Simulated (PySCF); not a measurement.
# Excitation energy of Zr²⁺ by level of theory

Zr²⁺ [Kr] 4d2 (3F) → Zr²⁺ [Kr] 4d1 5p1 (high-spin determinant), as a difference of total energies. Computed with PySCF 2.14 in x2c-TZVPPall with one added diffuse shell each of s, p, d, f type (9s7p7d3f1g, 95 functions), with the spin-free X2C one-electron Hamiltonian (Gaussian nucleus). Correlated levels: valence: [Kr] frozen. The calculations carry no spin-orbit coupling.

| method | excitation energy (eV) |
| --- | --- |
| UHF | 6.736 |
| MP2 (valence) | 6.752 |
| SCS-MP2 (valence) | 6.741 |
| CCSD (valence) | 6.739 |

A first-order spin-orbit estimate (lowest level to lowest level, LS coupling) adds -0.049 eV.

With two correlated electrons CCSD is exact in that space.

The determinant of the upper state mixes LS terms, which raises its energy above the lowest term, most at the Hartree-Fock and MP2 levels.
